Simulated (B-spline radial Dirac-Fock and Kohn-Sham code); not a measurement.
# Electron momentum distribution of Re⁵³⁺: Compton profiles

System: the Re⁵³⁺ ion, configuration [Ar] 3d4.

Calculated with a radial B-spline solver, using the impulse approximation on Dirac-Fock densities. pz is in atomic units of momentum; subshell profiles are per electron, for a selection of subshells; open shells are spread over both j values by their weights.

| pz | J total | J 3s1/2 | J 3p1/2 | J 3d3/2 | J 3d5/2 |
| --- | --- | --- | --- | --- | --- |
| 0 | 0.7295 | 0.0721 | 0.0427 | 0.0292 | 0.0298 |
| 0.78 | 0.7270 | 0.0710 | 0.0427 | 0.0292 | 0.0298 |
| 1.1 | 0.7245 | 0.0699 | 0.0427 | 0.0292 | 0.0298 |
| 1.5 | 0.7203 | 0.0681 | 0.0427 | 0.0292 | 0.0298 |
| 2.2 | 0.7097 | 0.0637 | 0.0426 | 0.0292 | 0.0298 |
| 3.1 | 0.6905 | 0.0564 | 0.0422 | 0.0292 | 0.0298 |
| 4.3 | 0.6555 | 0.0450 | 0.0410 | 0.0292 | 0.0297 |
| 6 | 0.5908 | 0.0293 | 0.0373 | 0.0288 | 0.0294 |
| 8.5 | 0.4793 | 0.0134 | 0.0282 | 0.0273 | 0.0277 |
| 12 | 0.3351 | 0.00656 | 0.0142 | 0.0222 | 0.0222 |
| 17 | 0.2031 | 0.00599 | 0.00379 | 0.0126 | 0.0124 |
| 24 | 0.1128 | 0.00280 | 0.00182 | 0.00424 | 0.00398 |
| 33 | 0.05744 | 0.000515 | 0.00154 | 0.000919 | 0.000817 |
| 47 | 0.02312 | 0.000207 | 0.000620 | 0.000102 | 8.33e-05 |
| 66 | 0.008779 | 0.000156 | 0.000150 | 8.71e-06 | 6.34e-06 |

J(0) = 0.7295. The 3p3/2 subshell gives the largest part, 25 %.

Mean momentum ⟨p⟩ by subshell (a.u.): 1s1/2 78.6, 2s1/2 28.3, 2p1/2 37.2, 2p3/2 32.9, 3s1/2 15.2, 3p1/2 18.1, 3p3/2 16.8, 3d3/2 20.1, 3d5/2 19.7.
